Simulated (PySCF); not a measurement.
# C4H12GeO4: core ionisation energies

Species: C4H12GeO4.
Numbering: `[CH3:1][O:2][Ge:3]([O:4][CH3:5])([O:6][CH3:7])[O:8][CH3:9]`

Method: delta-SCF UKS SCAN, pcX-2 on the ionised atom, pcseg-1 elsewhere, spin-free X2C in PySCF. These are vertical core ionisation energies against the vacuum level, from separate self-consistent calculations with and without the core hole.

Task: List the computed XPS lines with their assignment.

Result: 
```tsv
atom(s)	environment	level	binding energy (eV)	count
C1/C5/C7/C9	methoxy carbon	C 1s	292.14	4
O2/O4/O6/O8	oxygen bonded to C and Ge	O 1s	537.74	4
```

Task: Which effective nuclear charge Zeff reproduces each element's mean 1s value in the hydrogen-like formula E = 13.606 eV × Zeff²?

Result: C (Z = 6): mean 292.1 eV, Zeff = 4.63, Z − Zeff = 1.37; O (Z = 8): mean 537.7 eV, Zeff = 6.29, Z − Zeff = 1.71. Means run over the listed sites, weighted by atom count.

Task: Give the binding energy of C 1s of C1/C5/C7/C9 in hartree and in kJ/mol.

Result: 292.14 eV = 10.7359 Eh = 28187 kJ/mol.

Topologically equivalent atoms share the value of their first member; where this conformer doesn't relate them by symmetry, their own values could differ. No level of germanium is listed. Isolated species at its PBE0-D3(BJ)/def2-SVP geometry (one conformer only).

Conformer computed: `[CH3:1][O:2][Ge:3]([O:4][CH3:5])([O:6][CH3:7])[O:8][CH3:9]`: C1–O2–Ge3–O4 -74°, O2–Ge3–O4–C5 -76°, O2–Ge3–O6–C7 -167°, O2–Ge3–O8–C9 -46°.
